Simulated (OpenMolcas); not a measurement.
# Exact exchange and the electronic atomisation energy of InCl2O

The species is InCl2O (4 atoms), meant as a doublet with charge 0. SMILES: `[O][In]([Cl])[Cl]`. The shape is that of a PBE0-D4/def2-TZVP optimisation.

The electronic atomisation energy y, in eV, basis def2-SVPD with a core potential; a is the functional's share of exact exchange. Programs: OpenMolcas 26.06.

```
functional     program     a  y (eV)
  U-r2SCAN  OpenMolcas     0    9.42
     UTPSS  OpenMolcas     0    9.26
    UB3LYP  OpenMolcas   0.2       ?
     UPBE0  OpenMolcas  0.25    9.06
    UBHLYP  OpenMolcas   0.5    8.28
```

Task: Fit y = c + s·a to the known rows and predict UB3LYP.

Result: 
1. Means of the 4 rows: a = 0.1875, y = 9.005.
2. Σ(Δa)² = 0.17188, Σ(Δa·Δy) = -0.34875, so the slope is -0.34875/0.17188 = -2.029.
3. Intercept: 9.005 − (-2.029) × 0.1875 = 9.385. The largest residual of the fit is 0.18.
4. UB3LYP: 9.385 + (-2.029) × 0.2 = 8.98 eV.

The run gave 8.62 eV, so the prediction is off by +0.36 eV, more than the largest residual. The rows mix families of semi-local functionals, which the line can't see. Spin-orbit coupling is left out.
